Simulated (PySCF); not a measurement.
**Correlation energy of W (tungsten, neutral)**

[Xe] 4f14 5d4 6s1 7s1, high-spin 7D determinant (an excited configuration). All numbers are calculated (PySCF 2.14, scalar relativity through the core potential, in aug-cc-pVDZ-PP with ECP60MDF (5s5p4d2f, 54 functions)). Frozen: 5s2 5p6; 6 electrons correlated.

```
  level  correlation energy (mhartree)
   CCSD                         -52.79
    (T)                          -0.74
CCSD(T)                         -53.53
```

Diagnostics: T1 = 0.0064, D1 = 0.0164, largest double amplitude 0.044.

Spin-orbit coupling, absent here, splits the open shell strongly. The outer electron is Rydberg-like, and this basis confines it to a smaller radius and binds it less than a complete one would.

Cost of the coupled-cluster step: about 2.9 core-seconds, for 6 correlated electrons.
